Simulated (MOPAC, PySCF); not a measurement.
C$_{3}$H$_{5}$N, SMILES `CC#CN`, neutral singlet in the gas phase. 

Cartesian coordinates (Å):
```xyz
9

C     -1.6622    -0.1541     0.6128
C     -0.3013    -0.0226     0.1103
C      0.8198     0.0886    -0.3099
N      2.0576     0.2022    -0.8490
H     -1.6827    -0.4859     1.6539
H     -2.2421    -0.8670     0.0212
H     -2.1806     0.8066     0.5651
H      2.7060    -0.5232    -0.5770
H      2.4730     1.1193    -0.7660
```
Charge 0, multiplicity 1.

All levels are single points at this geometry (B3LYP-D3(BJ)/def2-TZVP); Pople sets use spherical d functions. Orbital energies aren't observables, and empty levels follow the basis.

| level | HOMO (eV) | LUMO (eV) | gap (eV) | dipole (D) | vertical IE, Delta-SCF (eV) |
|---|---|---|---|---|---|
| B3LYP-D3(BJ)/def2-TZVP in PySCF | -5.84 | 0.57 | 6.41 | 1.30 | 8.36 |
| M06-2X/6-31G* in PySCF | -6.97 | 3.13 | 10.10 | 1.43 | – |
| SVWN5/6-31G* in PySCF | -4.47 | 0.99 | 5.47 | 1.49 | 8.12 |
| HF/STO-3G in PySCF | -6.90 | 10.77 | 17.67 | 1.31 | – |
| AM1 in MOPAC | -9.05 | 1.85 | 10.90 | 1.46 | – |
| PM3 in MOPAC | -8.70 | 1.71 | 10.41 | 1.16 | – |
